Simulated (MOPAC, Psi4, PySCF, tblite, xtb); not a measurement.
Dimer HCl ··· H4Si (SMILES Cl and [SiH4]) at R = 4.35 Å between the centres of mass, closest contact 2.65 Å (a random orientation, not optimised). Geometry in Å and degrees:

```
Si
H 1 1.4803
H 1 1.4803 2 109.47
H 1 1.4803 2 109.47 3 -120.00
H 1 1.4803 2 109.47 4 -120.00
H 4 2.6466 1 125.14 2 -27.11
Cl 6 1.2820 4 95.16 1 -163.28
```

Levels of theory: GFN2-xTB (tblite); SAPT0/jun-cc-pVDZ, frozen core (Psi4); PBE/def2-TZVP, counterpoise-corrected (Psi4); PBE-D3(BJ)/def2-TZVP, counterpoise-corrected (Psi4); HF/aug-cc-pVTZ, counterpoise-corrected (Psi4); MP2/aug-cc-pVTZ = DF-MP2/aug-cc-pVTZ, frozen core, counterpoise-corrected (Psi4); SCS-MP2/aug-cc-pVTZ = DF-SCS-MP2/aug-cc-pVTZ, frozen core, counterpoise-corrected (Psi4); MP2/aug-cc-pVDZ = DF-MP2/aug-cc-pVDZ, frozen core, counterpoise-corrected in Psi4 1.11; CCSD/aug-cc-pVDZ = Psi4 with DF-CCSD/aug-cc-pVDZ, frozen core, counterpoise-corrected; CCSD(T)/aug-cc-pVDZ = DF-CCSD(T)/aug-cc-pVDZ, frozen core, counterpoise-corrected (Psi4); PM3, restricted, heats of formation (MOPAC); AM1, restricted, heats of formation (MOPAC); GFN1-xTB (xtb); RKS-B3LYP/6-31G* = restricted B3LYP/6-31G*, spherical d, no counterpoise correction in PySCF 2.14.0; RKS-LDA (SVWN5)/6-31G* = restricted LDA (SVWN5)/6-31G*, spherical d, no counterpoise correction (PySCF); RHF/3-21G = PySCF with restricted Hartree-Fock/3-21G, no counterpoise correction; RKS-B3LYP/3-21G = restricted B3LYP/3-21G, no counterpoise correction in PySCF.

Task: What interaction energy does each level give?

Result: 
```tsv
method	E_int / kJ/mol
RKS-LDA (SVWN5)/6-31G*	-4.79
PM3	-2.02
PBE-D3(BJ)/def2-TZVP	-1.82
GFN1-xTB	-1.53
GFN2-xTB	-0.93
MP2/aug-cc-pVTZ	-0.44
AM1	0.29
CCSD(T)/aug-cc-pVDZ	0.41
MP2/aug-cc-pVDZ	0.41
RKS-B3LYP/3-21G	0.61
PBE/def2-TZVP	0.63
SCS-MP2/aug-cc-pVTZ	0.63
CCSD/aug-cc-pVDZ	0.93
RKS-B3LYP/6-31G*	1.77
SAPT0/jun-cc-pVDZ	1.94
RHF/3-21G	2.75
HF/aug-cc-pVTZ	4.46
```
